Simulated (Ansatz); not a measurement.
# Ligand exchange: CHCl2F + C3H7In → CH2ClF + C3H6ClIn

Species: CHCl2F (dichlorofluoromethane) `FC(Cl)Cl`, singlet; C3H7In `C=C[CH2][InH2]`, singlet; CH2ClF `FCCl`, singlet; C3H6ClIn `C=C[CH2][InH][Cl]`, singlet. The partners trade Cl for H: C–Cl and In–H bonds give way to C–H and In–Cl.

Shapes, held fixed at every level: PBE0-D4/def2-TZVP. Flexible molecules stand in one conformer, not always the lowest. Programs: Ansatz 0.2.0. The zero-point and thermal change to 298 K, harmonic and unscaled (PBE0-D4/def2-TZVP), is +14.1 kJ/mol.

| level | kind | ΔH(298 K) (kJ/mol) | less CCSD(T)/def2-TZVPP |
| --- | --- | --- | --- |
| SPW92/def2-TZVPP | LDA | -150.5 | +37.0 |
| PBE-D4/def2-TZVPP | GGA | -173.6 | +13.9 |
| B3LYP-D4/def2-TZVPP | global hybrid | -192.7 | -5.2 |
| BHLYP-D4/def2-TZVPP | global hybrid | -204.6 | -17.1 |
| wB97M-V/def2-TZVPP | range-separated hybrid | -183.3 | +4.2 |
| MP2/def2-SVP | perturbation theory | -189.6 | -2.1 |
| CCSD(T)/def2-SVP | coupled cluster or CI | -189.3 | -1.8 |
| CCSD(T)/def2-TZVPP | coupled cluster or CI | -187.5 | 0.0 |

The highest level, CCSD(T)/def2-TZVPP, gives ΔH(298 K) = -187.5 kJ/mol; the levels span -204.6 to -150.5. The column of differences is taken from that level and isn't an error. No measured value is set beside it here. For atoms past krypton def2 sets carry core potentials with scalar relativity. Outer-core shells of In are correlated, in sets that cover them unevenly.
